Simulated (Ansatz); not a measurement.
[InClH3]- (InH₃Cl⁻). Charge -1, multiplicity 3. Geometry PBE0-D4/def2-TZVPD, that of the charge -1 singlet; atoms count from 1.

```xyz
5

In    0.228   -0.022    0.042
Cl   -2.216    0.210   -0.412
H     0.913   -0.581   -1.484
H     0.327   -1.205    1.346
H     0.748    1.598    0.507
```

In the def2 sets In takes a core potential; there is no spin–orbit coupling. The highest occupied level of the charge -1 triplet lies above zero (up to 1.64 eV). By energy differences it is unbound by 0.42 eV (vertical, to the charge 0 doublet, at PBE0-D4/def2-TZVPD) and held by the finite basis. At PBE0-D4/def2-TZVPD a singlet of charge -1 lies 5.16 eV below the triplet at the same geometry.

**Question.** Estimate the Mulliken populations from the PBE0/def2-TZVPD orbitals of Ansatz.

**Answer.** 
| atom | charge (e) | spin (α − β) |
| --- | --- | --- |
| In1 | -0.34 | 0.98 |
| Cl2 | -0.47 | 0.21 |
| H3 | 0.06 | 0.54 |
| H4 | -0.13 | 0.13 |
| H5 | -0.13 | 0.14 |
Mulliken values and Mayer orders depend strongly on the basis. With diffuse functions, as here, like atoms can get unlike values, and bond orders can come out too low or too high.

**Question.** Where does the spin sit?

**Answer.** Summed by element: In 0.98, Cl 0.21, H 0.81, of 2 unpaired in all. Largest on single atoms: In1 0.98, H3 0.54, Cl2 0.21.

**Question.** And the Mayer bond orders between bonded heavy atoms (over 0.3)?

**Answer.** In1–Cl2 0.38 (2.50 Å).
